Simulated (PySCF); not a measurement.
Correlation energy of In³⁺ (indium, charge +3)

[Kr] 4d10, closed-shell 1S. All numbers are calculated (PySCF 2.14, the spin-free X2C one-electron Hamiltonian (Gaussian nucleus), in x2c-TZVPPall with one added diffuse shell each of s, p, d, f type (9s7p5d3f, 76 functions)). Frozen: [Ar] 3d10; 18 electrons correlated.

MP2 pair energies summed by pair of shells (mhartree):

| pair | energy | share (%) |
| --- | --- | --- |
| 4d-4d | -160.87 | 63.5 |
| 4p-4d | -53.16 | 21.0 |
| 4p-4p | -16.72 | 6.6 |
| 4s-4d | -12.05 | 4.8 |
| 4s-4p | -9.00 | 3.6 |
| 4s-4s | -1.62 | 0.6 |

Total MP2 correlation energy: -253.43 mhartree.

Same-spin part -87.32 and opposite-spin part -166.10 mhartree; SCS-MP2 scales them by 1/3 and 6/5 to -228.43 mhartree.

This basis was not built for core-valence correlation, so the inner-shell part is incomplete.
